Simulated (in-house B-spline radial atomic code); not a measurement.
# LDA VWN5 excitations of Xe⁸⁺

Method: LDA VWN5. Computed with a B-spline radial code for spherical atoms: linear response of the closed shell [Kr] 4d10 with the functional's adiabatic kernel; scalar-relativistic (spin-free one-electron X2C), finite nucleus, no spin-orbit coupling, no double excitations, S, P, D and F terms only; shells from n = 2 respond. Only terms of natural parity with L up to 3 were computed.

Command:
```bash
python run_td.py task.json out
```
Settings (radii: box in bohr, nucleus in fm):
```
Z                        54
electrons                46
configuration            [Kr] 4d10
hamiltonian              x2c
method                   lda,vwn
box_radius               11.59
rms_radius               4.7859
intervals                69
```

Run time, properties included: 1.1 s on 1 thread of Intel(R) Xeon(R) 6975P-C (Granite Rapids) (shared host).

The lowest states, in the order of their Tamm-Dancoff energies; the method's threshold (minus the highest occupied level) is 167.91 eV. Labels give the largest channel, * marks a mixed state, and oscillator strengths are full-response dipole values. Semilocal kernels can invert the small singlet-triplet splittings of Rydberg terms. Energies in eV:

```
     state  full response  Tamm-Dancoff  oscillator strength
4d → 5s 3D          53.65         53.66                    -
4d → 5s 1D          54.49         54.50                    -
4d → 5p 3P          70.24         70.25                    -
4d → 5p 3F          70.53         70.54                    -
4d → 5p 1F          71.02         71.02                    -
4d → 5p 1P          72.19         72.27                 1.01
4d → 4f 3P          82.32         82.36                    -
4d → 4f 3F          83.61         83.63                    -
4d → 4f 1F          86.49         86.57                    -
4d → 5d 3S          94.25         94.28                    -
4d → 5d 3D          95.24         95.24                    -
4d → 5d 1D          95.81         95.83                    -
4d → 5d 1S         101.02        101.64                    -
4d → 4f 1P              ?             ?                    ?
4d → 6s 3D              ?             ?                    -
4d → 6s 1D         108.50        108.50                    -
```

(1) Where does 4d → 4f 1P lie?

(2) Where does 4d → 6s 3D lie?

(3) How large is the singlet-triplet splitting of 4d → 5s (D terms) in Tamm-Dancoff?

(4) What polarisabilities and dispersion coefficient does the method give?

Results:

(1) At 101.47 eV in full response, 103.53 eV in Tamm-Dancoff, oscillator strength 7.47.

(2) At 108.31 eV in full response, 108.32 eV in Tamm-Dancoff.

(3) 0.835 eV, from the unrounded values.

(4) Dipole 0.8583 bohr³, quadrupole 0.8989 bohr⁵, C6 2.163 hartree·bohr⁶ for two such species.
